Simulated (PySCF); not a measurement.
## Nuclear quadrupole coupling in `C#C/C(C)=C(\C)C(C)=S`

C8H10S.
Cartesian coordinates in Å at the GFN2-xTB level; atoms count from 1:
```
atom  x, y, z in Å
C1     3.3195   -0.6021    0.2578
C2     2.2286   -0.1320    0.0645
C3     0.9996    0.5045   -0.2096
C4     1.1594    1.8513   -0.8283
C5    -0.1792   -0.1252    0.0888
C6    -0.1273   -1.4912    0.7228
C7    -1.4829    0.4144   -0.1680
C8    -2.6759   -0.4299    0.1580
S9    -1.7844    1.9116   -0.7964
H10    4.2584   -1.0349    0.4372
H11    2.2128    2.0739   -0.9846
H12    0.7186    2.6166   -0.1888
H13    0.6305    1.9010   -1.7805
H14    0.9007   -1.7823    0.9185
H15   -0.6731   -1.4987    1.6652
H16   -0.5746   -2.2379    0.0681
H17   -2.7299   -0.6207    1.2303
H18   -2.6270   -1.3929   -0.3493
H19   -3.5837    0.0838   -0.1483
```

Field gradients from the PBE0/pcSseg-1 density (PySCF, non-relativistic), principal values in atomic units, ordered |Vxx| ≤ |Vyy| ≤ |Vzz|:

| atom | Vxx | Vyy | Vzz |
| --- | --- | --- | --- |
| S9 | 1.3819 | 1.6822 | -3.0641 |

Question: Find the asymmetry η = (Vxx − Vyy)/Vzz and the couplings χ = eQV/h (234.96 MHz × Q in barn × V in au), with Q(33S) = −0.0678 b.

Answer: 
```tsv
atom	environment	nucleus	η	χzz (MHz)	χxx (MHz)	χyy (MHz)
S9	thiocarbonyl sulfur	33S	0.10	48.81	-22.01	-26.80
```

The tensor is traceless: Vxx + Vyy + Vzz = 0.

Question: What is Vzz at S9 in SI units (1 au = 9.71736 × 10²¹ V/m²)?

Answer: -3.0641 au = -29.775 × 10²¹ V/m².

Question: And the gradient at the other heavy atoms, for which no coupling is worked out here?

Answer: 
```csv
atom,environment,Vzz (au),η
C1,terminal alkyne carbon,-0.294,0.48
C2,alkyne carbon,-0.312,0.10
C3,fully substituted alkene carbon,0.316,0.64
C4,allylic carbon,0.127,0.59
C5,fully substituted alkene carbon,0.250,0.28
C6,allylic carbon,0.091,0.86
C7,thiocarbonyl carbon,0.486,0.17
C8,methyl carbon,-0.096,0.91
```

Were the hydrogens deuterons (Q(2H) = 0.00286 b), χzz would run from 205 kHz (H13, H12 and H14) to 266 kHz (H10).

The structure is a single GFN2-xTB conformer in the gas phase; no vibrational or solvent corrections. GFN2-xTB bond lengths can be off by several hundredths of an ångström, more for odd bonds, and the gradients follow them. With a basis this small, the couplings can be 20 % off.
